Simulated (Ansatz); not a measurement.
Input file for C2H7ClGeO2, SMILES `C[O][GeH]([Cl])[O]C`:

```yaml
crystal:
  periodic: [false, false, false]
  atoms:
    - {symbol: C, position_ang: [-1.457492, 0.367223, -1.459868]}
    - {symbol: O, position_ang: [-0.499726, 1.144069, -0.768441]}
    - {symbol: Ge, position_ang: [1.092584, 0.443241, -0.486822]}
    - {symbol: Cl, position_ang: [2.145255, 1.985843, 0.545755]}
    - {symbol: O, position_ang: [0.958385, -0.983174, 0.530378]}
    - {symbol: C, position_ang: [0.396589, -0.878556, 1.824697]}
    - {symbol: H, position_ang: [-1.705589, -0.554080, -0.920799]}
    - {symbol: H, position_ang: [-2.363546, 0.968634, -1.553210]}
    - {symbol: H, position_ang: [-1.120174, 0.098800, -2.468880]}
    - {symbol: H, position_ang: [1.807715, 0.009573, -1.764921]}
    - {symbol: H, position_ang: [-0.610992, -0.449427, 1.799686]}
    - {symbol: H, position_ang: [0.336877, -1.886530, 2.238804]}
    - {symbol: H, position_ang: [1.020103, -0.265616, 2.483631]}
basis:
  gaussian: {orbitals: def2-TZVPP}
correlation: {method: ccsd_t}
```

```sh
$ ansatz run in.yaml --threads 2 --pin off --events-out ev --progress --plain --max-ram 22528MiB --backend cuda --devices 0, --max-vram 18GiB
```

The program prints (abridged):

```
Functional definition: HF
1891 factors; integrals over basis functions are off by at most 1.2e-3 eV
mean field evaluation 1: about -75223.6385 eV, gradient 4.6e1 eV
mean field evaluation 2: about -75223.9540 eV, gradient 4.6e1 eV
mean field evaluation 4: about -75228.2911 eV, gradient 4.8e0 eV
mean field evaluation 8: about -75228.3615 eV, gradient 2.8e-1 eV
mean field -75228.36184385 eV, -2764.5913061464 hartree, gradient 2.3e-6 eV, S^2 0.000000; 0 other end points of the search recorded, 0 dependent functions left out
18 core orbitals not correlated: weight in the atoms' cores, before any rotation towards them, 1.000 or more for the frozen orbitals, at most 0.000 for the correlated occupied ones
reference -75228.36184385 eV, -2764.5913061464 hartree; 24, 24 occupied and 270, 270 virtual orbitals, 1891 factors
second order -34.37493043 eV of doubles, -0.00000000 eV of singles
cycle   1  -34.47889557 eV  change   -1.0e-1 eV  update   1.3e-1
cycle   2  -35.35107999 eV  change   -8.7e-1 eV  update   3.7e-2
cycle   3  -35.53382909 eV  change   -1.8e-1 eV  update   1.9e-2
cycle   4  -35.51572228 eV  change    1.8e-2 eV  update   4.1e-3
cycle   5  -35.51395687 eV  change    1.8e-3 eV  update   2.1e-3
cycle   6  -35.51527070 eV  change   -1.3e-3 eV  update   6.3e-4
cycle   7  -35.51496923 eV  change    3.0e-4 eV  update   2.6e-4
cycle   8  -35.51488503 eV  change    8.4e-5 eV  update   6.8e-5
cycle   9  -35.51491138 eV  change   -2.6e-5 eV  update   2.4e-5
perturbative correction -1.37662744 eV, -0.0505901253 hartree
Total energy: -75265.25338267 eV, -2765.9470451919 hartree
```

Hardware: 2 threads of an AMD EPYC 7R13 on a shared host and a share of an NVIDIA H100 80 GB. Wall time 8.5 s, peak host memory 0.89 GiB.

MP2 recovers 93.2 % of the CCSD(T) correlation energy and the triples give 3.7 %; T1 = 0.0114.
